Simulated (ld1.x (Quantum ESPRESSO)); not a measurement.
# Before and after: TM potential for sulfur (S)

ld1.x (Quantum ESPRESSO) 7.5 input, shortened:

```
&input
   title='S', zed=16., rel=2, dft='BLYP', iswitch=3,
   config='[Ne] 3s2 3p4 3d-2', rel_dist='average'
 /
 &inputp
   pseudotype=2, tm=.true., lloc=1,
   nlcc=.true.
 /
3
3S  1  0   2.00   0.00  1.30  1.30  0.0
3D  3  2  -2.00   0.50  1.20  1.20  0.0
3P  2  1   4.00   0.00  1.55  1.55  0.0
 &test
   configts(1)='3s2 3p4'
 /
```

Open shells are filled in proportion to 2j + 1 (rel_dist='average').

All-electron outer shells of the reference configuration (BLYP, scalar-relativistic, ld1.x):

```tsv
shell	level (eV)	outermost node (bohr)	outermost maximum (bohr)
2s	-211.57	0.13	0.39
2p	-156.57	–	0.33
3s	-17.11	0.60	1.40
3p	-6.87	0.58	1.59
```

Change: scalar-relativistic.

Cutoffs: the cutoffs (Ry, on a coarse ladder) from which the occupation-weighted sum of valence levels, in a spherical-Bessel basis at the reference potential, stays within 10 and 1 mRy of its value at 400 Ry; they do not see the model core or the augmentation charge, which bear on the density cutoff. Errors are all-electron minus pseudo energies relative to the spin-unpolarised reference configuration.

**Question.** Predict the effect on cutoff, ghosts and configuration errors.

**Answer.** The potential gets neither clearly harder nor softer (40 Ry and 60 Ry → 40 Ry and 60 Ry); of the 7 tests that both files solve, the error grows in 0 and shrinks in 2 by more than 15 % and 0.3 meV (median size 3.4 → 2.4 meV); neither file shows a bound ghost.

```csv
quantity,base,changed
"cutoff, loose",40 Ry,40 Ry
"cutoff, tight",60 Ry,60 Ry
bound ghosts,none,none
"largest miss of a reference level, eV",0.06,0.00
"error for 3s2 3p3, meV [ΔE 11.62 eV]",+3.4,+2.4
"error for 3s2 3p2, meV [ΔE 33.76 eV]",+23,+20
"error for 3s2 3p1, meV [ΔE 67.68 eV]",+78,+72
"error for 3s0 3p6, meV [ΔE 20.76 eV]",-1.8,-1.9
"error for 3s2 3p0, meV [ΔE 114.45 eV]",+196,+186
"error for 3s2 3p3.5, meV [ΔE 4.59 eV]",+0.6,+0.2
"error for 3s1 3p5, meV [ΔE 10.32 eV]",-0.5,-0.6
s: phases at 1.71 bohr within 0.05 rad from the reference energy up to (Ry; the scan ends near 5),to the end of the scan,to the end of the scan
```
